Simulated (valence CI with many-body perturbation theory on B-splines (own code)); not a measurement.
**Pd32+: calculated level list**

Level of theory: configuration interaction combined with many-body perturbation theory (CI+MBPT): four valence electrons over a frozen Dirac-Fock core [Ne], radial functions for each j: 11 s, 11 p, 10 d, 8 f, 5 g, 2 h, with the one-electron correlation potential Σ1, the two-electron term Σ2, the three-electron term Σ3, Breit, model QED; selected CI, second order for the rest, scaled by the run's own slope (own B-spline code, finite nucleus).

The last digits are not significant, and no measured levels were compared; by estimate large intervals hold to a few tenths of a per cent, small ones and those within an open d or f shell to about a per cent. Among the levels kept, up to 700 cm⁻¹ of a level comes from second order outside the variational space, and about a tenth of that is noise between levels of different J, which matters for small intervals.

Levels 91 to 135 of 177, with energies above the lowest level, (3s^2 3p1/2^2) J=0. "Leading %" is the weight of the configuration and term that name the level; weights of strongly mixed levels are sums over their largest components and can fall short, so below about 35 % the name and the second component can differ from the true leading terms, or belong to a minority configuration. In the jj column 3d3/2^4 stands for four electrons in 3d with j = 3/2. Lifetimes count E1, E2, E3, M1 and M2 decay at the calculated energies, and are blank where another channel may lead or the interval is too uncertain; long ones can be off by a factor of two.

| No. | Configuration | Term | J | E (Ry) | Leading % | Second component | Lifetime | Leading jj |
| --- | --- | --- | --- | --- | --- | --- | --- | --- |
| 91 | 3s 3p2 3d | 1F | 3 | 26.202 | 56 | 16 % 3s 3p2 3d 3D | 2.82 ps | 3s 3p3/2^2 3d5/2 (53 %) |
| 92 | 3s2 3d2 | 1G | 4 | 26.273 | 66 | 20 % 3s 3p2 3d 1G | 4.54 ps | 3s^2 3d3/2 3d5/2 (38 %) |
| 93 | 3s 3p2 3d | 1P | 1 | 26.438 | 29 | 22 % 3s 3p2 3d 3P | 2.71 ps | 3s 3p3/2^2 3d5/2 (68 %) |
| 94 | 3p3 3d | 3F° | 2 | 26.680 | 26 | 11 % 3p3 3d 3D° | 17.6 ps | 3p1/2^2 3p3/2 3d3/2 (75 %) |
| 95 | 3s2 3d2 | 1D | 2 | 26.745 | 28 | 25 % 3s2 3d2 3P | 2.83 ps | 3s^2 3d5/2^2 (52 %) |
| 96 | 3s2 3d2 | 1S | 0 | 26.748 | 22 | 21 % 3p4 3P | 2.45 ps | 3p3/2^4 (35 %) |
| 97 | 3p3 3d | 3P° | 0 | 27.064 | 39 | 30 % 3p3 3d 5D° | 12.4 ps | 3p1/2^2 3p3/2 3d3/2 (81 %) |
| 98 | 3p3 3d | 3F° | 3 | 27.066 | 29 | 22 % 3p3 3d 5D° | 10.9 ps | 3p1/2^2 3p3/2 3d3/2 (66 %) |
| 99 | 3s 3p2 3d | 1D | 2 | 27.095 | 58 | 14 % 3s 3p2 3d 3P | 2.43 ps | 3s 3p3/2^2 3d5/2 (69 %) |
| 100 | 3p3 3d | 5D° | 1 | 27.265 | 38 | 22 % 3p3 3d 3P° | 8.42 ps | 3p1/2^2 3p3/2 3d3/2 (83 %) |
| 101 | 3p3 3d | 5D° | 4 | 27.708 | 36 | 35 % 3p3 3d 3F° | 10.2 ps | 3p1/2^2 3p3/2 3d5/2 (86 %) |
| 102 | 3p3 3d | 3D° | 2 | 27.825 | 37 | 25 % 3p3 3d 5D° | 9.66 ps | 3p1/2^2 3p3/2 3d5/2 (69 %) |
| 103 | 3s2 3d2 | 1S | 0 | 27.980 | 53 | 22 % 3s 3p2 3d 1S | 2.27 ps | 3s^2 3d5/2^2 (45 %) |
| 104 | 3s 3p 3d2 | 5G° | 2 | 28.014 | 71 | 13 % 3s 3p 3d2 3F° | 16.3 ps | 3s 3p1/2 3d3/2^2 (76 %) |
| 105 | 3p3 3d | 3F° | 3 | 28.209 | 19 | 18 % 3s 3p 3d2 5G° | 15.2 ps | 3p1/2^2 3p3/2 3d5/2 (29 %) |
| 106 | 3s 3p 3d2 | 5G° | 3 | 28.388 | 31 | 15 % 3p3 3d 3G° | 14.6 ps | 3s 3p1/2 3d3/2^2 (48 %) |
| 107 | 3p3 3d | 5D° | 0 | 28.722 | 45 | 30 % 3p3 3d 1S° | 8.81 ps | 3p1/2 3p3/2^2 3d3/2 (61 %) |
| 108 | 3p3 3d | 5D° | 2 | 28.751 | 24 | 18 % 3p3 3d 3F° | 11.6 ps | 3p1/2 3p3/2^2 3d3/2 (56 %) |
| 109 | 3p3 3d | 3D° | 1 | 28.761 | 33 | 23 % 3p3 3d 5D° | 11.7 ps | 3p1/2 3p3/2^2 3d3/2 (46 %) |
| 110 | 3s 3p 3d2 | 5G° | 3 | 28.815 | 32 | 16 % 3p3 3d 3F° | 16.9 ps | 3s 3p1/2 3d3/2 3d5/2 (52 %) |
| 111 | 3p3 3d | 3D° | 1 | 28.940 | 46 | 21 % 3p3 3d 3P° | 8.08 ps | 3p1/2^2 3p3/2 3d5/2 (49 %) |
| 112 | 3s 3p 3d2 | 5G° | 4 | 28.962 | 60 | 10 % 3p3 3d 3F° | 22.6 ps | 3s 3p1/2 3d3/2 3d5/2 (72 %) |
| 113 | 3p3 3d | 3F° | 4 | 29.187 | 22 | 21 % 3p3 3d 3G° | 14.5 ps | 3p1/2 3p3/2^2 3d3/2 (37 %) |
| 114 | 3p3 3d | 5D° | 3 | 29.303 | 39 | 14 % 3p3 3d 3F° | 7.78 ps | 3p1/2 3p3/2^2 3d5/2 (49 %) |
| 115 | 3s 3p 3d2 | 5D° | 0 | 29.362 | 85 | 8 % 3s 3p 3d2 3P° | 7.19 ps | 3s 3p1/2 3d3/2^2 (54 %) |
| 116 | 3s 3p 3d2 | 5D° | 1 | 29.446 | 39 | 28 % 3s 3p 3d2 5F° | 5.94 ps | 3s 3p1/2 3d3/2 3d5/2 (52 %) |
| 117 | 3s 3p 3d2 | 5D° | 2 | 29.490 | 31 | 27 % 3s 3p 3d2 5F° | 5.86 ps | 3s 3p1/2 3d3/2 3d5/2 (59 %) |
| 118 | 3p3 3d | 3G° | 5 | 29.499 | 24 | 24 % 3s 3p 3d2 5G° | 19.2 ps | 3s 3p1/2 3d3/2 3d5/2 (50 %) |
| 119 | 3p3 3d | 3F° | 4 | 29.598 | 28 | 17 % 3p3 3d 3G° | 12.7 ps | 3p1/2 3p3/2^2 3d5/2 (56 %) |
| 120 | 3s 3p 3d2 | 3S° | 1 | 29.624 | 26 | 25 % 3s 3p 3d2 5P° | 6.29 ps | 3s 3p1/2 3d3/2^2 (46 %) |
| 121 | 3s 3p 3d2 | 5F° | 1 | 29.639 | 40 | 26 % 3s 3p 3d2 5D° | 4.42 ps | 3s 3p1/2 3d3/2^2 (44 %) |
| 122 | 3s 3p 3d2 | 5D° | 2 | 29.743 | 20 | 13 % 3s 3p 3d2 3P° | 4.56 ps | 3s 3p1/2 3d3/2^2 (36 %) |
| 123 | 3p3 3d | 3D° | 3 | 29.778 | 28 | 17 % 3s 3p 3d2 5F° | 6.99 ps | 3s 3p1/2 3d3/2 3d5/2 (40 %) |
| 124 | 3p3 3d | 1D° | 2 | 29.909 | 23 | 18 % 3p3 3d 3F° | 9.09 ps | 3p1/2 3p3/2^2 3d3/2 (33 %) |
| 125 | 3s 3p 3d2 | 5G° | 5 | 30.028 | 42 | 35 % 3p3 3d 3G° | 16.7 ps | 3s 3p1/2 3d5/2^2 (39 %) |
| 126 | 3p3 3d | 1G° | 4 | 30.036 | 55 | 19 % 3p3 3d 5D° | 7.99 ps | 3p1/2 3p3/2^2 3d5/2 (48 %) |
| 127 | 3p3 3d | 1P° | 1 | 30.158 | 28 | 15 % 3p3 3d 5D° | 4.76 ps | 3p1/2 3p3/2^2 3d5/2 (35 %) |
| 128 | 3s 3p 3d2 | 5D° | 4 | 30.239 | 49 | 19 % 3s 3p 3d2 5F° | 5.97 ps | 3s 3p1/2 3d5/2^2 (55 %) |
| 129 | 3p3 3d | 3P° | 2 | 30.260 | 30 | 16 % 3s 3p 3d2 5F° | 4.49 ps | 3p1/2 3p3/2^2 3d3/2 (25 %) |
| 130 | 3s 3p 3d2 | 5D° | 3 | 30.322 | 33 | 27 % 3s 3p 3d2 5F° | 4.47 ps | 3s 3p1/2 3d3/2 3d5/2 (66 %) |
| 131 | 3p3 3d | 3P° | 0 | 30.343 | 42 | 14 % 3p3 3d 1S° | 8.66 ps | 3p1/2 3p3/2^2 3d5/2 (49 %) |
| 132 | 3s 3p 3d2 | 3G° | 3 | 30.473 | 37 | 18 % 3s 3p 3d2 1F° | 7.23 ps | 3s 3p1/2 3d3/2 3d5/2 (36 %) |
| 133 | 3s 3p 3d2 | 3F° | 2 | 30.514 | 46 | 7 % 3s 3p 3d2 5G° | 7.62 ps | 3s 3p1/2 3d5/2^2 (44 %) |
| 134 | 3p3 3d | 3P° | 1 | 30.634 | 33 | 23 % 3p3 3d 3D° | 4.91 ps | 3p1/2 3p3/2^2 3d5/2 (35 %) |
| 135 | 3p3 3d | 3D° | 3 | 30.671 | 24 | 14 % 3s 3p 3d2 3G° | 4.60 ps | 3s 3p1/2 3d3/2 3d5/2 (21 %) |

Where two levels of one J and parity lie close, their mixing, g and order are uncertain.
